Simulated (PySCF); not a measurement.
A species of formula C6H14S2 has this rotational fingerprint, computed with PBE0/pcSseg-1 in PySCF (dipole) on a GFN2-xTB geometry, gas phase:

| Quantity | Value |
| --- | --- |
| Rotational constants | A = 2815, B = 685.3, C = 656.8 MHz |
| Dipole components | \|μa\| = 0.13 D, \|μb\| = 1.77 D, \|μc\| = 1.12 D |
| Inertial defect | -147.56 u·Å² |
| κ | -0.97 |

Question: Which candidate fits, each taken in the one conformer that was computed?
A. `[CH3:1][CH2:2][S:3][S:4][CH2:5][CH:6]([CH3:7])[CH3:8]` with C1–C2–S3–S4 -64°, C2–S3–S4–C5 -89°, S3–S4–C5–C6 -64°, S4–C5–C6–C7 173°
B. `[CH3:1][CH2:2][C@H:3]([CH2:4][S:5][CH3:6])[S:7][CH3:8]` with C1–C2–C3–C4 -176°, C2–C3–C4–S5 66°, C3–C4–S5–C6 75°, C2–C3–S7–C8 59°
C. `[CH3:1][CH2:2][CH:3]([CH2:4][CH3:5])[S:6][S:7][CH3:8]` with C1–C2–C3–C4 -174°, C2–C3–C4–C5 174°, C2–C3–S6–S7 61°, C3–S6–S7–C8 102°

Answer: A. It is CCSSCC(C)C, a near-prolate asymmetric top, point group C1. The candidates at the same level (rigid rotor, commonest isotopes):

| SMILES | A (MHz) | B (MHz) | C (MHz) | μa (D) | μb (D) | μc (D) | Δ (u·Å²) | point group | rotor |
| --- | --- | --- | --- | --- | --- | --- | --- | --- | --- |
| CCSSCC(C)C | 2815 | 685.3 | 656.8 | 0.13 | 1.77 | 1.12 | -147.56 | C1 | near-prolate asymmetric top |
| CCC(CC)SSC | 1571 | 1151 | 811.0 | 0.12 | 1.76 | 1.00 | -137.76 | C1 | asymmetric top |
| CC[C@H](CSC)SC | 1988 | 782.5 | 680.3 | 0.17 | 0.08 | 0.16 | -157.14 | C1 | asymmetric top |

`CC[C@H](CSC)SC` has A 29 % too low; `CCC(CC)SSC` has B 68 % too high. No structure here is proved a minimum.
